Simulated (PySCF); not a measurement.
**Dipole moment and polarisability of `COc1nc(C#N)ns1`**

Species: C₄H₃N₃OS.
Structure used (GFN2-xTB), in Å, numbered top down from 1:
```
atom  x, y, z in Å
C1     2.281    0.128    0.360
O2     1.478   -1.009    0.058
C3     0.186   -0.795   -0.004
N4    -0.439    0.322    0.165
C5    -1.773    0.112    0.020
C6    -2.680    1.188    0.159
N7    -3.400    2.070    0.276
N8    -2.188   -1.099   -0.249
S9    -0.927   -2.124   -0.350
H10    3.307   -0.230    0.371
H11    2.150    0.900   -0.400
H12    2.007    0.538    1.333
```

Level: PBE0/def2-SVPD (PySCF), static field, nuclei fixed, core orbitals frozen in the response. The polarisability tensor in these axes (au):

```
x   104.69 -13.00   1.58
y   -13.00 101.03   8.29
z     1.58   8.29  55.24
```

Task: Diagonalise the tensor; give its mean and Δα, where Δα² is half the sum of the squared differences of the eigenvalues.

Result: Principal values 53.49, 91.18 and 116.29 au; mean 86.99 au = 12.89 Å³ = 14.34 × 10⁻⁴⁰ C²·m²/J; Δα = 54.75 au (63 % of the mean).

Task: What is the dipole moment, and where does it point?

Result: (5.16, -2.16, 0.01) D, 5.59 D in size, pointing from the negative to the positive side. Measured along this direction, the outermost atoms are N7 at the negative end and H10 at the positive end.

Task: Rayleigh depolarisation ratio (linearly polarised light, static tensor)?

Result: ρ = 3Δα²/(45ᾱ² + 4Δα²) = 8992.0/(340493 + 11989.3) = 0.0255.

Task: Refractivity n − 1 of an ideal gas of it at 350 K and 1 atm, from the electronic α?

Result: N = p/kT = 2.0968 × 10¹⁹ cm⁻³, so n − 1 = 2π × N × 12.89 × 10⁻²⁴ cm³ = 1698 × 10⁻⁶ at long wavelengths.

Task: Give the eigenvalues of the traceless quadrupole moment Θ = ½Σq(3rr − r²1), origin at the centre of nuclear charge.

Result: -16.45, 4.96, 11.49 D·Å. The values depend on the origin, since the dipole doesn't vanish. The electronic extent ⟨r²⟩ about the same centre is 1399 bohr², a root-mean-square distance of 2.33 Å for the 72 electrons.

Task: Form Σ f/ω² (atomic units) for the 6 lowest TDDFT singlets, given as eV and f, and set it beside the mean polarisability, which is this sum over all singlets: 5.24, 0.1453; 5.25, 0.0011; 5.52, 0.0000; 6.11, 0.0032; 6.14, 0.0502; 6.48, 0.0000.

Result: They add up to 5.00 au, 5.8 % of the 86.99 au; the largest single term is 3.93 au, from the state at 5.24 eV. Terms in order: 3.93, 0.03, 0.00, 0.06, 0.98, 0.00 au. Higher excitations give the rest. The strengths listed sum to 0.200.

Task: Orientational against electronic polarisability at 298 K (dilute gas, rigid molecules)?

Result: In Gaussian units μ²/3kT = 253.55 Å³ against 12.89 Å³, a ratio of 19.67; the Debye molar polarisation (4π/3)N_A(α + μ²/3kT) is 672.1 cm³/mol, leaving out the vibrational part.

Isolated species at its GFN2-xTB geometry (one conformer only).
